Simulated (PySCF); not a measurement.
Isomers of [C8H7O2S]- (charge -1), one GFN2-xTB conformer each. Single-point energies are computed at PBE0/pcSseg-1 (PySCF, gas phase, no added dispersion term), electronic only.

Task: Rank them by PBE0/pcSseg-1 energy, lowest first (kJ/mol).
A. `[CH2:1]=[CH:2][CH2:3][c:4]1[cH:5][cH:6][c:7]([C:8](=[O:9])[O-:10])[s:11]1` (charge -1) with C1–C2–C3–C4 -121°, C2–C3–C4–C5 75°, C6–C7–C8–O9 1°
B. `[O:1]=[C:2]([O-:3])[C:4]1([c:5]2[cH:6][cH:7][cH:8][s:9]2)[CH2:10][CH2:11]1` (charge -1) with O1–C2–C4–C5 27°, C2–C4–C5–C6 -49°

Result: A (0.0), B (17.9).

As drawn, the higher has a three-membered ring and a quaternary carbon, which the lower lacks. Neighbours under 21 kJ/mol apart (C=CCc1ccc(C(=O)[O-])s1 and O=C([O-])C1(c2cccs2)CC1) can change places with a better method, another conformer or zero-point energy. GFN2-xTB itself gives, in the same order: 31.6, 0.0. GFN2-xTB puts O=C([O-])C1(c2cccs2)CC1 lowest instead.
